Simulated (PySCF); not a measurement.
GaCl4, SMILES [Cl][Ga-]([Cl])([Cl])[Cl], charge -1.

The structure is a stationary point at PBE0-D3(BJ)/def2-SVPD. The isomer is the one that the SMILES or the coordinates give; other isomers of the formula were not compared.

Computed with PBE/def2-SVPD run with PySCF.

Symmetry labels are those of the subgroup D2 that the program uses (full group Td).

Computed valence orbital energies around the gap with their symmetry:
```csv
orbital,symmetry,energy (eV)
HOMO−7,A,-3.77
HOMO−6,A,-3.77
HOMO−5,B1,-3.61
HOMO−4,B2,-3.61
HOMO−3,B3,-3.61
HOMO−2,B1,-3.24
HOMO−1,B2,-3.24
HOMO,B3,-3.24
LUMO,A,1.99
LUMO+1,A,3.38
LUMO+2,B1,3.92
LUMO+3,B2,3.92
```
